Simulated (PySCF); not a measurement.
## Name the molecule from its bond curve

A diatomic of charge 0 contains Sn. Its triplet curve at ROHF-MP2 in a double-zeta basis (spin-free X2C with a Gaussian nucleus, PySCF), in eV from the separated fragments:

R (Å), E (eV) and a bar:
```
    1.742     -1.481 #################
    1.823     -2.134 #######
    1.903     -2.484 ##
    1.964     -2.597 
    2.025     -2.610 
    2.086     -2.543 #
    2.167     -2.355 ####
    2.268     -1.998 #########
    2.389     -1.450 ##################
    2.551     -0.653 ##############################
```

The fit gives ωe = 763 cm⁻¹ and the rotational constant Bₑ = 0.3852 cm⁻¹.

Question: Which atom is the partner?

Answer: The minimum lies at 2.003 Å, so the reduced mass is 16.8576 u Å² cm⁻¹/(Bₑ·Re²) = 10.91 u. With Sn at 119.90 u the partner weighs about 12.0 u: C. The molecule is SnC.

Correlated steps freeze 19 core orbitals. Spin–orbit coupling is left out. The state is the lowest determinant that a PBE0 search found; another state may lie lower at other levels.
